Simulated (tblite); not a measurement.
Species: C5H9BrF2Si.
Numbering: `[F:1][CH2:2][C@:3]1([SiH2:4][Br:5])[CH2:6][C@@H:7]([F:8])[CH2:9]1` (hydrogens: H10, H11 on C2; H12, H13 on Si4; H14, H15 on C6; H16 on C7; H17, H18 on C9)

Computed with GFN2-xTB (tblite), gas phase: L-BFGS steps from a force-field or distance-geometry start until the largest atomic force falls under 0.01 eV/Å.

Step 23: E = -833.1356 eV
```
atom  x, y, z in Å  |  force x, y, z in eV/Å
F1      1.8388    1.5881   -1.3038    0.013   0.019  -0.002
C2      1.1095    1.4395   -0.1463    0.038   0.063   0.009
C3      0.2356    0.2085   -0.2699   -0.026   0.124   0.033
Si4     1.2382   -1.3637   -0.6870   -0.023  -0.028  -0.003
Br5     3.2738   -1.2493    0.1861   -0.031   0.023   0.045
C6     -0.9633    0.3543   -1.2333   -0.042  -0.017  -0.038
C7     -1.8449   -0.3074   -0.1750   -0.013   0.032  -0.006
F8     -1.9650   -1.6607   -0.4170   -0.025   0.030   0.045
C9     -0.7703   -0.0232    0.8779    0.011  -0.041   0.011
H10     0.5334    2.3649   -0.0204   -0.049  -0.061  -0.011
H11     1.8291    1.3481    0.6752    0.021   0.004  -0.003
H12     0.6373   -2.5141   -0.0373   -0.008  -0.048  -0.002
H13     1.4107   -1.4916   -2.1213    0.033   0.025  -0.074
H14    -0.9098   -0.1700   -2.1835    0.008  -0.064  -0.045
H15    -1.2497    1.3887   -1.4288    0.056  -0.037   0.099
H16    -2.8588    0.0658   -0.0139    0.000   0.019   0.006
H17    -0.5632   -0.8435    1.5613    0.000  -0.039   0.032
H18    -0.9903    0.8720    1.4605    0.036  -0.004  -0.094
```

Step 24: E = -833.1376 eV
```
atom  x, y, z in Å  |  force x, y, z in eV/Å
F1      1.8359    1.5897   -1.3037    0.018   0.022  -0.012
C2      1.1095    1.4393   -0.1449    0.033   0.061   0.002
C3      0.2362    0.2089   -0.2674   -0.020   0.082   0.019
Si4     1.2342   -1.3609   -0.6877    0.073  -0.059   0.000
Br5     3.2723   -1.2522    0.1869   -0.063   0.019   0.036
C6     -0.9598    0.3481   -1.2342   -0.063  -0.009  -0.021
C7     -1.8444   -0.3067   -0.1740   -0.022   0.006   0.003
F8     -1.9719   -1.6603   -0.4089   -0.005   0.010   0.031
C9     -0.7693   -0.0224    0.8791   -0.016  -0.029   0.010
H10     0.5306    2.3621   -0.0177   -0.042  -0.036  -0.002
H11     1.8313    1.3465    0.6743    0.018   0.014   0.005
H12     0.6339   -2.5158   -0.0474   -0.017  -0.058   0.004
H13     1.4122   -1.4749   -2.1222    0.032   0.014  -0.084
H14    -0.9051   -0.1789   -2.1831    0.009  -0.065  -0.029
H15    -1.2446    1.3809   -1.4328    0.034   0.007   0.080
H16    -2.8583    0.0678   -0.0159    0.010   0.045   0.012
H17    -0.5627   -0.8402    1.5663   -0.005  -0.030   0.015
H18    -0.9888    0.8753    1.4569    0.026   0.007  -0.068
```

Step 25: E = -833.1392 eV
```
atom  x, y, z in Å  |  force x, y, z in eV/Å
F1      1.8342    1.5915   -1.3037    0.018   0.026  -0.014
C2      1.1101    1.4400   -0.1440    0.013   0.031  -0.006
C3      0.2364    0.2101   -0.2657    0.003  -0.007  -0.009
Si4     1.2319   -1.3599   -0.6884    0.105  -0.064  -0.012
Br5     3.2699   -1.2532    0.1886   -0.069   0.015   0.035
C6     -0.9580    0.3432   -1.2352   -0.046  -0.005   0.001
C7     -1.8443   -0.3064   -0.1732   -0.022  -0.016   0.012
F8     -1.9777   -1.6599   -0.4023    0.006  -0.010   0.018
C9     -0.7687   -0.0225    0.8800   -0.025  -0.009   0.000
H10     0.5272    2.3591   -0.0160   -0.033   0.002   0.005
H11     1.8332    1.3457    0.6737    0.014   0.025   0.008
H12     0.6310   -2.5181   -0.0544   -0.016  -0.052  -0.002
H13     1.4138   -1.4627   -2.1243    0.030   0.006  -0.067
H14    -0.9015   -0.1857   -2.1839    0.004  -0.051   0.001
H15    -1.2399    1.3755   -1.4335    0.006   0.043   0.050
H16    -2.8577    0.0701   -0.0171    0.013   0.063   0.017
H17    -0.5620   -0.8384    1.5703   -0.011  -0.015  -0.006
H18    -0.9867    0.8779    1.4528    0.011   0.018  -0.033
```

Step 26: E = -833.1404 eV
```
atom  x, y, z in Å  |  force x, y, z in eV/Å
F1      1.8339    1.5934   -1.3039    0.011   0.028  -0.008
C2      1.1108    1.4410   -0.1437   -0.011  -0.007  -0.012
C3      0.2368    0.2106   -0.2651    0.024  -0.080  -0.032
Si4     1.2317   -1.3607   -0.6893    0.080  -0.052  -0.028
Br5     3.2665   -1.2525    0.1909   -0.047   0.011   0.044
C6     -0.9578    0.3400   -1.2359   -0.011  -0.002   0.018
C7     -1.8446   -0.3065   -0.1726   -0.014  -0.022   0.016
F8     -1.9818   -1.6599   -0.3979    0.009  -0.021   0.009
C9     -0.7684   -0.0232    0.8803   -0.016   0.008  -0.012
H10     0.5239    2.3568   -0.0153   -0.020   0.028   0.009
H11     1.8346    1.3459    0.6735    0.005   0.033   0.004
H12     0.6291   -2.5207   -0.0583   -0.008  -0.037  -0.013
H13     1.4155   -1.4557   -2.1267    0.027  -0.001  -0.041
H14    -0.8996   -0.1899   -2.1849   -0.005  -0.030   0.029
H15    -1.2363    1.3731   -1.4317   -0.017   0.053   0.022
H16    -2.8571    0.0727   -0.0175    0.010   0.067   0.020
H17    -0.5615   -0.8379    1.5727   -0.016   0.001  -0.020
H18    -0.9844    0.8797    1.4489   -0.003   0.023  -0.005
```

Task: Estimate the geometry and energy of step 27. (The exact step hangs on the optimiser's Hessian estimate; all steps are aligned on step 26, rigid shifts and turns removed.)

Result: E = -833.1415 eV, largest force 0.125 eV/Å
```
atom  x, y, z in Å  |  force x, y, z in eV/Å
F1      1.8343    1.5958   -1.3041    0.000   0.029   0.003
C2      1.1113    1.4417   -0.1439   -0.030  -0.040  -0.015
C3      0.2376    0.2097   -0.2654    0.035  -0.113  -0.041
Si4     1.2329   -1.3628   -0.6906    0.026  -0.036  -0.044
Br5     3.2623   -1.2508    0.1942   -0.008   0.007   0.057
C6     -0.9580    0.3377   -1.2363    0.022   0.003   0.026
C7     -1.8452   -0.3071   -0.1719   -0.003  -0.015   0.013
F8     -1.9853   -1.6603   -0.3944    0.006  -0.021   0.003
C9     -0.7681   -0.0240    0.8801    0.004   0.018  -0.019
H10     0.5203    2.3550   -0.0150   -0.003   0.033   0.008
H11     1.8356    1.3470    0.6734   -0.009   0.038  -0.006
H12     0.6276   -2.5236   -0.0610    0.003  -0.020  -0.028
H13     1.4175   -1.4510   -2.1295    0.027  -0.007  -0.017
H14    -0.8985   -0.1930   -2.1855   -0.016  -0.006   0.049
H15    -1.2335    1.3724   -1.4283   -0.030   0.040  -0.001
H16    -2.8562    0.0760   -0.0173    0.008   0.058   0.022
H17    -0.5612   -0.8380    1.5739   -0.020   0.014  -0.026
H18    -0.9820    0.8814    1.4450   -0.011   0.019   0.015
```

The energy changes by -0.0011 eV. The first-order estimate −F·Δx gives -0.0015 eV and the mean of the old and new forces, exact on a quadratic surface, -0.0011 eV. The step makes an angle of 61° with the force vector and moves no atom by more than 0.006 Å.

What follows is the cost of the whole relaxation. On one thread, Arm Neoverse N1 (aarch64), on a shared host, this took 1.8 s.
